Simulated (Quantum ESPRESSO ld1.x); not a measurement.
Problem. Species: the mercury ion Hg38+. Configuration: [Kr] 4d6. Method: Dirac Kohn-Sham, PBE, spin-unpolarised, spherical densities, point nucleus; open shells are shared between the two j in proportion to 2j + 1; computed with ld1.x of Quantum ESPRESSO 7.5. Some entries of the table are withheld. Estimate them.

| orbital | occ. | eigenvalue (eV) | <r> (bohr) | <1/r> (bohr^-1) |
|---|---|---|---|---|
| 1s1/2 | 2 | -84689.3 | 0.01658 | 97.67 |
| 2s1/2 | 2 | -16353.2 | (1) | 24.05 |
| 2p1/2 | 2 | (2) | (3) | 23.98 |
| 2p3/2 | 4 | (4) | (5) | 19.41 |
| 3s1/2 | 2 | -5107.66 | 0.1787 | 8.897 |
| 3p1/2 | 2 | -4842.22 | 0.1691 | 8.801 |
| 3p3/2 | 4 | -4402.71 | 0.1843 | 7.617 |
| 3d3/2 | 4 | (6) | 0.1603 | 7.499 |
| 3d5/2 | 6 | (7) | 0.1649 | 7.232 |
| 4s1/2 | 2 | -2214.26 | 0.3686 | 4.124 |
| 4p1/2 | 2 | -2098.95 | 0.3657 | 4.043 |
| 4p3/2 | 4 | -1965.86 | 0.3897 | 3.646 |
| 4d3/2 | 2.4 | -1781.27 | 0.3796 | 3.518 |
| 4d5/2 | 3.6 | -1753.40 | 0.3863 | 3.430 |

Solution. 
(1) 2s1/2 <r> (bohr): 0.06923
(2) 2p1/2 eigenvalue (eV): -15753.5
(3) 2p1/2 <r> (bohr): 0.05692
(4) 2p3/2 eigenvalue (eV): -13805.7
(5) 2p3/2 <r> (bohr): 0.06559
(6) 3d3/2 eigenvalue (eV): -3969.96
(7) 3d5/2 eigenvalue (eV): -3875.57
